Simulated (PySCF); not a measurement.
# Basis set benchmark on one molecule

Molecule: `COc1ccncc1`, C$_{6}$H$_{7}$NO.

Structure with atom numbers: `[CH3:1][O:2][c:3]1[cH:4][cH:5][n:6][cH:7][cH:8]1`; H(Xn) means a hydrogen on atom n.

Geometry PBE0-D3(BJ)/def2-SVP throughout; GIAO in PySCF 2.14, gas phase, one conformer, non-relativistic; equivalent atoms averaged; functional PBE0.

Reference values (estimated from measurements, as parent shift plus tabulated substituent increments; solution, not stated per compound (mostly CDCl3 or CCl4); Pretsch, Buehlmann, Badertscher, Structure Determination of Organic Compounds, 4th ed. (2009)): δ(C5/C7) = 150.7 ppm, δ(C4/C8) = 109.8 ppm, δ(C3) = 164.9 ppm, δ(H(C5)/H(C7)) = 8.43 ppm, δ(H(C4)/H(C8)) = 6.83 ppm. Computed shifts are taken against TMS, calculated as an isolated molecule at each level.

Question: How do the basis sets STO-3G, pcSseg-0, 6-31G, 6-31G*, cc-pVDZ, def2-SVP, pcSseg-1, aug-cc-pVDZ, 6-311+G(2d,p), def2-TZVP perform against the reference? Times are CPU seconds on shared hosts with different chips, so compare them loosely.

Answer: 
```
    basis set  functions  C5/C7  C4/C8     C3  H(C5)/H(C7)  H(C4)/H(C8)  mean abs. error C  mean abs. error H  core-s
       STO-3G         47  121.1   98.3  127.5         8.39         6.52               26.2               0.17     4.5
     pcSseg-0         86  163.9  120.5  175.4         8.94         6.68               11.5               0.33      16
        6-31G         86  145.7  108.2  157.0         8.77         6.83                4.8               0.17     9.5
       6-31G*        126  144.5  104.4  154.8         8.46         6.41                7.2               0.23      14
      cc-pVDZ        147  149.5  109.0  161.8         8.47         6.43                1.7               0.22      28
     def2-SVP        147  148.6  107.6  160.3         8.29         6.43                3.0               0.27      24
     pcSseg-1        171  156.8  112.7  169.7         8.57         6.61                4.6               0.18      18
  aug-cc-pVDZ        247  150.3  107.4  162.1         8.78         6.89                1.9               0.20      55
6-311+G(2d,p)        258  155.1  111.1  168.2         8.69         6.83                3.0               0.13      37
    def2-TZVP        290  156.6  112.2  170.5         8.69         6.81                4.6               0.14      67
```

For ¹³C the closest is cc-pVDZ (1.7 ppm, with aug-cc-pVDZ practically level) and the furthest STO-3G (26.2 ppm).

For ¹H the closest is 6-311+G(2d,p) (0.13 ppm, with def2-TZVP practically level) and the furthest pcSseg-0 (0.33 ppm). Where a smaller basis beats a larger one, errors probably cancel. One molecule is a small sample, and vibrational and solvent effects are absent from the calculation.

A small basis that lands close on one nucleus may do so by chance; judge by the trend and by all nuclei.
